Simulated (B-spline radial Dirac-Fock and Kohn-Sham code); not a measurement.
# Auger parameter of gold: the L3 level and its strongest L3-MM line

The computed values come from a radial atomic solver: Dirac-Fock energy differences between relaxed states, corrected for Breit and QED terms. The modified Auger parameter α′ is the binding energy plus the kinetic energy of the Auger electron; it does not depend on the energy zero. For free ions it tends to fall with charge, since less charge screens the final holes.

```tsv
species	configuration	binding 2p3/2 (eV)	Auger line	kinetic (eV)	α′ (eV)
Au	[Xe] 4f14 5d10 6s1	11926.1	M3M3 J=2	6354.3	18280.5
Au⁺	[Xe] 4f14 5d10	11935.3	M3M3 J=2	6343.7	18279.1
Au²⁺	[Xe] 4f14 5d9	11950.0	M3M3 J=2	6327.3	18277.3
Au²⁺ (Watson 2.4 Å)	[Xe] 4f14 5d9	11938.0	M3M3 J=2	6339.3	18277.3
Au³⁺	[Xe] 4f14 5d8	11966.2	M3M3 J=2	6309.7	18275.9
Au³⁺ (Watson 2.4 Å)	[Xe] 4f14 5d8	11948.2	M3M3 J=2	6327.7	18275.9
Au³⁺ (Watson 3 Å)	[Xe] 4f14 5d8	11951.8	M3M3 J=2	6324.1	18275.9
Au⁴⁺	[Xe] 4f14 5d7	11983.7	M3M3 J=2	6291.0	18274.7
Au⁵⁺	[Xe] 4f14 5d6	12002.5	M3M3 J=2	6271.3	18273.7
Au⁶⁺	[Xe] 4f14 5d5	12022.3	M3M3 J=2	6250.6	18272.9
Au⁷⁺	[Xe] 4f14 5d4	12043.2	M3M3 J=2	6229.2	18272.3
Au⁸⁺	[Xe] 4f14 5d3	12065.1	M3M3 J=2	6206.8	18271.9
```
